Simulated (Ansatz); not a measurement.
Computed with Ansatz on PBE0-D4/def2-TZVP structures; ΔE is electronic, products minus reactants. CCSD(T)/CBS is the MP2 limit (def2-TZVPP, def2-QZVPP) plus CCSD(T) − MP2 in def2-TZVPP, frozen cores. This one scheme is used for every species. Functionals use def2-TZVPP. B3LYP here is the variant with VWN-RPA as its local correlation; programs differ in this. Each species was taken in one conformer, which may not be the lowest.

`C=CCOB(O)O` + CH₃SH → `C=CSC` + `COB(O)O`  (substitution at a C–C bond)

`C=CCOB(O)O`:

```xyz
14

C     2.363   -1.533    0.038
C     1.171   -1.165   -0.408
C     0.173   -0.415    0.402
O    -0.246    0.738   -0.314
B    -1.475    1.287   -0.111
O    -1.835    2.406   -0.812
O    -2.352    0.734    0.777
H     3.046   -2.110   -0.574
H     2.696   -1.273    1.038
H     0.859   -1.425   -1.417
H    -0.694   -1.049    0.617
H     0.610   -0.114    1.359
H    -1.136    2.698   -1.401
H    -3.180    1.218    0.808
```

CH₃SH:

```xyz
6

C     0.072    0.455    0.172
S    -0.869   -0.867   -0.622
H     0.330    0.201    1.199
H    -0.580    1.327    0.183
H     0.971    0.701   -0.393
H     0.076   -1.816   -0.539
```

`C=CSC`:

```xyz
10

C     1.000   -0.815    1.687
C     0.204   -0.196    0.822
S    -0.339   -0.891   -0.681
C    -0.757    0.599   -1.596
H     1.236   -0.357    2.639
H     1.424   -1.791    1.481
H    -0.204    0.786    1.048
H     0.129    1.196   -1.810
H    -1.202    0.273   -2.537
H    -1.491    1.196   -1.053
```

`COB(O)O`:

Z-matrix (Å, degrees):
```
C
O 1 1.413
H 1 1.090 2 107.6
H 1 1.093 2 111.2 3 119.5
H 1 1.093 2 111.2 3 -119.5
B 2 1.361 1 120.2 3 -180.0
O 6 1.366 2 120.6 1 0.0
O 6 1.368 2 119.6 1 -180.0
H 7 0.959 6 111.8 2 180.0
H 8 0.960 6 111.8 2 0.0
```

```
             level  ΔE (kJ/mol)  difference from CCSD(T)/CBS
            PBE-D4         -4.3                         -9.8
         r2SCAN-D4         -2.6                         -8.1
           PBE0-D4          0.7                         -4.8
          B3LYP-D4          0.7                         -4.8
           ωB97X-V          5.8                          0.3
           ωB97M-V          5.8                          0.3
            B2PLYP          2.7                         -2.8
               PBE         -3.5                         -9.0
            r2SCAN         -2.8                         -8.3
              PBE0          1.3                         -4.2
             B3LYP          2.4                         -3.1
     HF/def2-TZVPP         14.3                          8.8
    MP2/def2-TZVPP          2.1                         -3.4
SCS-MP2/def2-TZVPP          4.6                         -0.9
   CCSD/def2-TZVPP         10.1                          4.6
CCSD(T)/def2-TZVPP          7.4                          1.9
     HF/def2-QZVPP         14.3                          8.8
    MP2/def2-QZVPP          1.0                         -4.5
SCS-MP2/def2-QZVPP          3.6                         -1.9
      HF/CBS(def2)         14.3                          8.8
     MP2/CBS(def2)          0.2                         -5.3
    CCSD/CBS(def2)          8.2                          2.7
       CCSD(T)/CBS          5.5                            0
```

Largest T1 diagnostic among the species: 0.012.

From PBE to PBE0 (25 % exact exchange), in def2-TZVPP and without D4, ΔE moves by +4.8 kJ/mol. In def2-TZVPP, CCSD(T) changes the Hartree–Fock value by −6.9 kJ/mol (the triples alone add −2.7 kJ/mol) and MP2 by −12.2 kJ/mol.
